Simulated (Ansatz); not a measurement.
Basis sets compared for Si₂₀AsH₂₈⁻. Charge -1, multiplicity 1. Geometry PBE-D4/def2-SVP. Ansatz on 2 threads of AMD EPYC 7R13 on a shared host and a share (18 GiB) of an NVIDIA H100 80GB HBM3; times are rough, and most runs start from earlier orbitals.

```xyz
49

As    4.531    0.028   -0.771
Si    1.561   -3.261   -0.684
Si    1.979    0.142   -3.769
Si    2.301    3.184   -1.462
Si    1.310    0.065    0.539
Si   -0.193    3.916    1.277
Si   -1.042    1.599   -1.679
Si   -1.276    1.121    3.577
Si   -0.230   -2.388   -1.956
Si   -1.497   -4.649    0.677
Si   -2.487   -0.960    0.781
Si    0.219   -2.350    3.051
Si   -3.719    2.600    0.923
Si    3.465    1.394   -2.444
Si    0.650   -3.962    1.386
Si   -0.179   -0.235   -2.895
Si    0.614    2.219   -0.137
Si   -0.527   -0.413    1.955
Si   -2.024    3.077    2.491
Si   -2.998    0.912   -0.553
Si   -2.144   -2.800   -0.635
H     5.924    0.608   -1.158
H     4.376    1.108    0.317
H     2.862   -2.512   -0.664
H     1.842   -4.604   -1.350
H     2.602   -1.188   -4.140
H     1.823    0.906   -5.070
H     3.281    3.984   -0.630
H     1.776    4.120   -2.531
H     2.226    0.446    1.715
H     0.892    4.335    2.246
H    -0.607    5.169    0.531
H    -1.422    2.667   -2.685
H    -0.152    1.519    4.509
H    -2.387    0.571    4.449
H    -0.372   -3.315   -3.154
H    -1.443   -5.915   -0.150
H    -2.435   -4.906    1.834
H    -3.651   -1.238    1.710
H     1.485   -2.046    3.823
H    -0.754   -2.965    4.036
H    -4.073    3.869    0.178
H    -4.980    2.150    1.630
H     4.544    1.896   -3.385
H     1.435   -5.138    1.929
H    -1.073   -0.388   -4.117
H    -2.557    4.095    3.481
H    -4.109    0.601   -1.537
H    -3.367   -3.064   -1.486
```

Single mean-field runs in def2-SVP, def2-TZVP are fitted with def2-universal-jkfit.

```
                        level  functions  energy (Eh)  HOMO (eV)  LUMO (eV)  wall time
PBE-D4/def2-SVP (with forces)        532   -8037.5740      -1.92       0.60      4.7 s
             PBE0-D4/def2-SVP        532   -8038.2305      -2.71       1.25      4.3 s
```

(1) Estimate the rows for PBE-D4/def2-TZVP, PBE0-D4/def2-TZVP.

Answers

(1) 
| level | functions | energy (Eh) | HOMO (eV) | LUMO (eV) | wall time |
| --- | --- | --- | --- | --- | --- |
| PBE-D4/def2-TZVP | 956 | -8039.8455 | -2.04 | 0.41 | 6.5 s |
| PBE0-D4/def2-TZVP | 956 | -8040.4781 | -2.77 | 1.10 | 7 s |
